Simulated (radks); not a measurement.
Values are calculated unless marked as measured or tabulated.
Isoelectronic series with 8 electrons, each ion in its NIST ground configuration. Code: a radial shooting solver on a logarithmic mesh with Libxc functionals. Model: scalar-relativistic Kohn-Sham, BLYP, spin-polarised, spherical densities, finite nucleus; open shells are filled with parallel spins first (spin-orbit coupling, left out, can overturn this in heavy ions); Fermi nuclear charge, rms radius of each element as measured or else 0.836 A^(1/3) + 0.57 fm. Total energies (hartree) and orbital eigenvalues (eV):

ion    configuration  E (hartree)    2p down      2p up
O       [He] 2s2 2p4    -75.13537    -7.2313   -10.1631
Al5+    [He] 2s2 2p4   -230.77208  -172.0196  -179.4973
Ar10+   [He] 2s2 2p4   -474.98039  -509.6977  -521.5903
V15+    [He] 2s2 2p4   -808.62485  -1019.327  -1035.605
Ni20+   [He] 2s2 2p4  -1232.99541  -1701.864  -1722.524
As25+   [He] 2s2 2p4  -1749.77200  -2558.857  -2583.910
Sr30+   [He] 2s2 2p4  -2361.05317  -3592.309  -3621.776
Tc35+   [He] 2s2 2p4  -3069.39089  -4804.651  -4838.561
Cd40+   [He] 2s2 2p4  -3877.84979  -6198.740  -6237.127
I45+    [He] 2s2 2p4  -4790.08097  -7777.862  -7820.768
Ce50+   [He] 2s2 2p4   -5810.4059  -9545.746  -9593.217
Eu55+   [He] 2s2 2p4   -6943.9079  -11506.58  -11558.67
Er60+   [He] 2s2 2p4   -8196.6703  -13665.03  -13721.80
